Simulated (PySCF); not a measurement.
# C10H8

The system: C10H8, a molecule; neutral, singlet. The structure was relaxed in the gas phase by PBE0-D3(BJ)/def2-SVP. No frequency run checks that it is a minimum.

SMILES: c1ccc2ccccc2c1

```xyz
18

C    -2.300    1.079   -0.073
C    -2.496   -0.308   -0.268
C    -1.421   -1.165   -0.286
C    -0.100   -0.678   -0.111
C     0.099    0.725    0.085
C    -1.032    1.582    0.099
C     1.420    1.212    0.260
C     2.496    0.355    0.242
C     2.300   -1.032    0.047
C     1.031   -1.535   -0.125
H    -3.162    1.750   -0.061
H    -3.508   -0.697   -0.404
H    -1.569   -2.238   -0.436
H    -0.877    2.653    0.250
H     1.569    2.284    0.410
H     3.508    0.744    0.378
H     3.161   -1.703    0.034
H     0.876   -2.606   -0.276
```
(Å; atoms numbered from 1)

Shieldings: GIAO PBE0/pcSseg-1. Shifts are against computed references at the same level: C TMS (σ 184.4 ppm), H TMS (σ 31.27 ppm).

Problem. Give the isotropic shieldings and shifts of the distinct atoms.

Solution. 
| atoms | bonded to | σ (ppm) | δ (ppm) |
| --- | --- | --- | --- |
| C1 C2 C8 C9 | 2 C + 1 H | 53.1 | 131.3 |
| C3 C6 C7 C10 | 2 C + 1 H | 50.7 | 133.7 |
| C4 C5 | 3 C | 47.5 | 136.9 |
| H11 H12 H16 H17 | 1 C | 23.61 | 7.66 |
| H13 H14 H15 H18 | 1 C | 23.31 | 7.96 |

Values are those of this one static structure; atoms that internal rotation interchanges would show their mean in an NMR spectrum.

Problem. By CAM-B3LYP/def2-SVPD (TDDFT singlets, Tamm-Dancoff triplets, ionisation by delta-SCF), where does absorption start, and what does vertical ionisation take?

Solution. The first singlet with intensity lies at 4.65 eV (f 0.071); what lies below it is dark. The lowest singlet lies at 4.60 eV (f 0.000), the strongest of the first 6 at 6.11 eV (f 1.359), the lowest triplet at 3.06 eV; vertical ionisation takes 8.10 eV.
